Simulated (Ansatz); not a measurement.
Bond stretch in SMILES [O]=[Re]([OH])(=[O])=[O], singlet. The Re1–O5 bond (Re1 also carries O, O, O; O5 carries H) is pulled apart rigidly from the PBE0/def2-TZVP, def2 effective core potentials past Kr optimised geometry.

Methods: UKS-PBE0 = unrestricted PBE0/def2-TZVP, def2 effective core potentials past Kr in Ansatz (an electronic-structure program); RKS-PBE0 = restricted PBE0/def2-TZVP, def2 effective core potentials past Kr (Ansatz); UKS-BLYP = unrestricted BLYP/def2-TZVP, def2 effective core potentials past Kr (Ansatz); RKS-BLYP = restricted BLYP/def2-TZVP, def2 effective core potentials past Kr (Ansatz); UKS-PBE = Ansatz with unrestricted PBE/def2-TZVP, def2 effective core potentials past Kr; RKS-PBE = restricted PBE/def2-TZVP, def2 effective core potentials past Kr in Ansatz.

Scanned distances (Å): 1.48, 1.61, 1.71, 1.77, 1.82, 1.88, 1.96, 2.07, 2.22, 2.42, 2.64, 2.97, 3.36, 3.80, 4.42, 5.26.

**Question.** Where does the unrestricted solution first break spin symmetry (<S²> of 0.01 or more)?

**Answer.** UKS-PBE0: between 2.64 and 2.97 Å; UKS-BLYP: between 2.64 and 2.97 Å; UKS-PBE: between 2.64 and 2.97 Å.

```csv
R / Å,<S²> UKS-PBE0,E(RKS-PBE0) − E(UKS-PBE0) / kJ/mol,<S²> UKS-BLYP,E(RKS-BLYP) − E(UKS-BLYP) / kJ/mol,<S²> UKS-PBE,E(RKS-PBE) − E(UKS-PBE) / kJ/mol
1.48,0.00,0.0,0.00,0.0,0.00,0.0
1.61,0.00,0.0,0.00,0.0,0.00,0.0
1.71,0.00,0.0,0.00,0.0,0.00,0.0
1.77,0.00,0.0,0.00,0.0,0.00,0.0
1.82,0.00,0.0,0.00,0.0,0.00,0.0
1.88,0.00,0.0,0.00,0.0,0.00,0.0
1.96,0.00,0.0,0.00,0.0,0.00,0.0
2.07,0.00,0.0,0.00,0.0,0.00,0.0
2.22,0.00,0.0,0.00,0.0,0.00,0.0
2.42,0.00,0.0,0.00,0.0,0.00,0.0
2.64,0.00,0.0,0.00,0.0,0.00,0.0
2.97,1.00,81.2,0.62,25.1,0.63,26.3
3.36,1.01,150.8,0.82,52.8,0.84,56.5
3.80,1.01,183.3,0.91,67.7,0.93,73.3
4.42,1.01,205.2,0.95,77.6,0.98,84.7
5.26,1.01,220.5,0.98,84.0,1.00,92.0
```
